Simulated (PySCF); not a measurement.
All values are calculated (PySCF 2.14.0 with density-fitted response routines): geometry: GFN2-xTB, σ from GIAO-PBE0/pcSseg-1. Non-relativistic, rapidly exchanging positions averaged, a single conformation, in vacuum.

δ = σ(ref) − σ, references computed at the same level: ¹H (σref 31.72), ¹³C (σref 186.93) vs TMS. Shifts are as computed. Against solution values, carbons near 30 ppm lie about +3 ppm off and those near 130 ppm about +5 ppm. Of 1211 compounds with measured shifts, 218 miss one by over three times the rms of a fit or turn the order of signals round; such compounds aren't used in these exercises. OH and NH positions are gas-phase values without hydrogen bonding to other molecules.

Question: Order these molecules by the shift of their most shielded carbon, lowest δ first.
A. Oc1cc(F)cc(C(F)F)c1
B. C[Si@H](C#CC1CC1)[SiH2][SiH3]
C. C=C/C=C\C(=O)F
D. CC(C)C=C(F)F

Answer: B (-0.6 ppm, methyl carbon bonded to Si), D (25.9 ppm, methyl carbon), A (108.1 ppm, aromatic CH), C (118.3 ppm, α carbon of a C=C–C=O unit).

Question: Order these molecules by the shift of their most deshielded carbon-bound hydrogen, lowest δ first.
A. CC(C)C=C(F)F
B. C=C/C=C\C(=O)F
C. C[Si@H](C#CC1CC1)[SiH2][SiH3]
D. Oc1cc(F)cc(C(F)F)c1

Answer: C (1.37 ppm, hydrogen on a three-membered-ring carbon), A (4.13 ppm, hydrogen on an alkene CH), D (7.48 ppm, hydrogen on an aromatic CH), B (8.55 ppm, hydrogen on an alkene CH).

Question: How many ¹³C and ¹H signals does each give (equivalence by symmetry and fast rotation, but not about amide C–N or C=N bonds)? `C[Si@H](C#CC1CC1)[SiH2][SiH3]`, `C=C/C=C\C(=O)F`, `Oc1cc(F)cc(C(F)F)c1`, `CC(C)C=C(F)F`

Answer: C[Si@H](C#CC1CC1)[SiH2][SiH3]: 6 C, 10 H; C=C/C=C\C(=O)F: 5 C, 5 H; Oc1cc(F)cc(C(F)F)c1: 7 C, 5 H; CC(C)C=C(F)F: 4 C, 3 H.
